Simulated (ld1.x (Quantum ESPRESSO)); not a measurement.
**tin, PAW: configuration errors across variants**

* Element: Sn
* Generator: ld1.x (Quantum ESPRESSO) 7.5
* Type: PAW
* Functional: PBEsol
* Relativity: fully relativistic
* Frozen core: [Ar] 3d10 4s2
* Valence charge: 20
* Reference configuration: 4p6 4d10 5s2 5p2
* Partial waves: 5s (bound): rcut 1.45, rcutus 2.00 bohr; 5s channel at 2.4 Ry: rcut 1.45, rcutus 2.00 bohr; 4p (bound): rcut 1.30, rcutus 1.80 bohr; 5p (bound): rcut 1.30, rcutus 1.80 bohr; 4d (bound): rcut 1.20, rcutus 1.35 bohr; 4d channel at 2.15 Ry: rcut 1.20, rcutus 1.35 bohr
* Local potential: all-electron potential smoothed inside 1.05 bohr (lloc = -2)
* Core correction: Bessel-smoothed model core, default radius (core density twice the valence density)
* Augmentation charge: BESSEL, radius 1.35 bohr

Open shells are filled in proportion to 2j + 1 (rel_dist='average').

All-electron excitation energies from the reference (eV): (1) 4p6 4d10 5s2 5p1 6.911; (2) 4p6 4d10 5s2 5p0 20.901; (3) 4p6 4d10 5s1 5p0 51.914; (4) 4p5 4d10 5s2 5p2 97.579; (5) 4p6 4d9 5s2 5p2 32.635; (6) 4p6 4d10 5s0 5p4 14.207; (7) 4p6 4d10 5s0 5p0 92.957.

Tests that are not counted but printed errors over 1 eV. “local potential all-electron potential smoothed inside 2.26 bohr (lloc = -2)”: 4p5 4d10 5s2 5p2 (solver errors, printed error -1.8 eV).

5 further variants failed, have other tests or another functional or relativity, and are left out.

Errors AE − PS in meV (a dash: test not solved or not reliable):

```tsv
change	(1)	(2)	(3)	(4)	(5)	(6)	(7)	bound ghosts
base	+0.2	+0.3	+2.5	-20	-5.7	+9.0	+15	not determined
waves 5s (bound): rcut 1.45, rcutus 2.36 bohr; 5s channel at 2.4 Ry: rcut 1.45, rcutus 2.36 bohr	+0.5	+2.1	+17	-42	-6.2	+111	+137	not determined
augmentation BESSEL, radius 0.90 bohr	+0.3	+0.4	+2.8	-16	-5.6	+14	+19	not determined
local potential all-electron potential smoothed inside 2.26 bohr (lloc = -2)	0.0	+0.2	-0.2	–	-16	+0.7	-1.7	not determined
```

Problem. Give the same row for: waves 4d (bound): rcut 1.20, rcutus 2.08 bohr; 4d channel at 2.15 Ry: rcut 1.20, rcutus 2.08 bohr.

Solution. +0.3, +0.4, -1.4, -63, -25, -1.1, -5.0; bound ghosts: not determined.
